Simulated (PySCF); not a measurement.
B(F)(OH)(NH2) (BFH3NO), SMILES NB(O)F. The structure is a stationary point at PBE0-D3(BJ)/def2-SVP. One conformer was computed; it need not be the lowest.

Calculation: PBE0-D3(BJ)/def2-SVP (PySCF).

Harmonic wavenumbers (cm⁻¹): 348, 378, 421, 453, 550, 666, 869, 896, 1008, 1429, 1471, 1615, 3670, 3784, 3936. Rotational constants (GHz): 10.07, 9.345, 4.847; symmetry number 1.

Problem. Work out the zero-point energy and the ideal-gas rigid-rotor harmonic-oscillator thermochemistry at 298.15 K and 1 atm.

Solution. ZPE = ½ Σ hcν = ½ × 21495 cm⁻¹ = 128.57 kJ/mol. H − E(el) = 143.02 kJ/mol. Entropy in J/(mol K): translation 160.39, rotation 100.71, vibration 21.84, total 282.93. G − E(el) = 58.67 kJ/mol. Cp = 73.25 J/(mol K).
